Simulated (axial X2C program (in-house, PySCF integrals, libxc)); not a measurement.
# Spin–orbit effects down a group: molecules with Si (ions), PBE0

Computed with an axial X2C code built on PySCF integrals, spin-free (one-electron X2C) or two-component (2c: spin–orbit coupling with atomic mean-field Coulomb and Gaunt terms, which also bring small scalar terms), in Dyall basis sets with cores contracted in-house; open shells are unrestricted.

Basis sets: Br dyall-cv3z, Cl dyall-av3z, F dyall-av3z, I dyall-cv3z, Si dyall-v3z.

```json
{"molecule": "SiF⁺", "spin-free state": "M_S = 0, Λ = 0", "Re (Å)": "1.547", "ωe (cm⁻¹)": "1019.4", "De (eV)": "6.59", "2c state": "Ω = 0", "Re 2c (Å)": "1.547", "ωe 2c (cm⁻¹)": "1019.5", "De 2c (eV)": "6.59"}
{"molecule": "SiCl⁺", "spin-free state": "M_S = 0, Λ = 0", "Re (Å)": "1.965", "ωe (cm⁻¹)": "665.8", "De (eV)": "5.15", "2c state": "Ω = 0", "Re 2c (Å)": "1.965", "ωe 2c (cm⁻¹)": "665.6", "De 2c (eV)": "5.14"}
{"molecule": "SiBr⁺", "spin-free state": "M_S = 0, Λ = 0", "Re (Å)": "2.111", "ωe (cm⁻¹)": "530.4", "De (eV)": "4.71", "2c state": "Ω = 0", "Re 2c (Å)": "2.113", "ωe 2c (cm⁻¹)": "529.4", "De 2c (eV)": "4.62"}
{"molecule": "SiI⁺", "spin-free state": "M_S = 0, Λ = 0", "Re (Å)": "2.323", "ωe (cm⁻¹)": "453.6", "De (eV)": "4.25", "2c state": "Ω = 0", "Re 2c (Å)": "2.327", "ωe 2c (cm⁻¹)": "449.5", "De 2c (eV)": "4.01"}
```

Fragments in 2c: Si+ + F, Cl + Si+, Br + Si+, I + Si+. Each entry is the lowest single determinant of a limited PBE0 search at one distance. De goes to single-determinant-based atoms at the same level (for ions the charge split of lowest energy) and is withheld (n/a) where an atom does not fit its ground term or J level. Main or longest-lived isotopes. Some light 2c atoms are not at their ground J level, so De misses part of their lowering (0.04 eV or less). The functionals have no current term, which raises determinants with orbital currents.
